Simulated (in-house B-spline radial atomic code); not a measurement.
Radial electron density of Cs V (Cs4+), [Kr] 4d10 5s2 5p3. Level of theory: Dirac-Kohn-Sham BLYP, spherical fractional occupations, Fermi nucleus of rms radius 4.8041 fm; calculated with a radial B-spline atomic code at the basis-set limit.

Columns: r (bohr), 4πr²n(r) (electrons per bohr), bar.

```
 0.00103    2.391 #
 0.00127    3.418 ##
 0.00157    4.878 ##
 0.00193    6.843 ###
 0.00238    9.561 #####
 0.00293    13.17 ######
 0.00361    17.91 ########
 0.00444    23.88 ###########
 0.00547    31.25 ###############
 0.00674    39.86 ###################
 0.00831    49.28 #######################
  0.0102    58.43 ############################
  0.0126    66.51 ###############################
  0.0155    71.65 ##################################
  0.0191    72.93 ##################################
  0.0236    70.33 #################################
   0.029       66 ###############################
  0.0358    63.61 ##############################
  0.0441    67.12 ################################
  0.0543     77.1 ####################################
  0.0669    88.67 ##########################################
  0.0824    93.24 ############################################
   0.101     86.3 #########################################
   0.125    72.97 ##################################
   0.154    67.25 ################################
    0.19    73.79 ###################################
   0.234    79.28 #####################################
   0.288    67.83 ################################
   0.355    43.81 #####################
   0.437    28.13 #############
   0.538    28.38 #############
   0.663    31.32 ###############
   0.817    25.51 ############
    1.01     15.2 #######
    1.24    8.497 ####
    1.53    5.543 ###
    1.88    3.683 ##
    2.32    1.828 #
    2.85   0.6076 
    3.52   0.1177 
    4.33  0.01269 
    5.34 0.000618 
    6.57 1.311e-05
```

On this grid the curve has 4 maxima, near 0.0191, 0.0824, 0.234, 0.663 bohr.

The 5p3/2 radial function P(r) = rR(r), positive near the nucleus, with its small component Q(r) (sign convention: Q ≈ (P' + κP/r)/2c):

```tsv
r (bohr)	P	Q
0.00157	0.0009352	-9.5e-05
0.00238	0.002066	-0.0002102
0.00361	0.004516	-0.0004603
0.00547	0.009681	-0.0009895
0.00831	0.02029	-0.002083
0.0126	0.04066	-0.004206
0.0191	0.07638	-0.008017
0.029	0.1298	-0.01404
0.0441	0.1863	-0.02152
0.0669	0.1933	-0.02658
0.101	0.07356	-0.02246
0.154	-0.1745	-0.005602
0.234	-0.2884	0.01208
0.355	0.02911	0.01159
0.538	0.4366	-0.003347
0.817	0.1563	-0.008664
1.24	-0.6058	-0.0009321
1.88	-0.8351	0.004183
2.85	-0.4042	0.002554
4.33	-0.0649	0.0004395
6.57	-0.00223	1.554e-05
```
